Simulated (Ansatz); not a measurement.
C2H9SbSi can be A, `C[CH2][SbH][SiH3]`, or B, `CC[SiH2][SbH2]`.

Calculated with Ansatz (gas phase, PBE0-D4/def2-TZVP geometries, no zero-point term in ΔE). CBS: MP2 limit from def2 TZ/QZ plus the TZ coupled-cluster correction, frozen cores. Functionals use def2-TZVPP. Elements past krypton have def2 core potentials. For Sb outer-core shells are correlated without core-valence functions, which leaves a few kJ/mol of doubt a bond. One conformer a species, not always the lowest.

A:

```xyz
13

C     2.108   -0.400    0.876
C     0.862    0.301    0.365
Sb   -0.932   -0.899    0.675
Si   -2.380    0.518   -0.905
H     2.996    0.226    0.740
H     2.286   -1.338    0.345
H     2.032   -0.635    1.941
H     0.691    1.241    0.896
H     0.938    0.531   -0.698
H    -0.566   -1.983   -0.599
H    -3.622   -0.216   -1.266
H    -1.650    0.874   -2.153
H    -2.765    1.779   -0.215
```

B:

```xyz
13

C     0.0575   -1.2351    1.2226
C    -0.6203   -1.1016   -0.1369
Si    0.0290    0.3293   -1.1711
Sb   -0.3542    2.5630    0.0603
H    -0.3251   -2.0947    1.7785
H     1.1381   -1.3633    1.1197
H    -0.1050   -0.3482    1.8412
H    -1.7011   -0.9729   -0.0166
H    -0.4863   -2.0183   -0.7220
H    -0.7065    0.4078   -2.4648
H     1.4745    0.1295   -1.4706
H     0.5879    3.3947   -1.0959
H     1.0115    2.3097    1.0556
```

Question: Which is lower in electronic energy at CCSD(T)/CBS, and by how much? (Estimate.)

Answer: Ansatz gave: B, by 4.4 kcal/mol.

Question: Give E(B) − E(A) in kcal/mol with MP2/def2-TZVPP, CCSD(T)/def2-TZVPP, PBE0-D4, r2SCAN-D4, PBE-D4, HF/def2-TZVPP, CCSD/def2-TZVPP. (Best estimate.)

Answer: The calculation gave: MP2/def2-TZVPP -4.2, CCSD(T)/def2-TZVPP -4.8, PBE0-D4 -5.9, r2SCAN-D4 -5.8, PBE-D4 -5.3, HF/def2-TZVPP -5.7, CCSD/def2-TZVPP -5.1. None reverses the order clearly.

Largest T1 diagnostic: 0.012.

In def2-TZVPP, CCSD(T) changes the Hartree–Fock value by +0.9 kcal/mol (the triples alone add +0.3 kcal/mol) and MP2 by +1.5 kcal/mol.
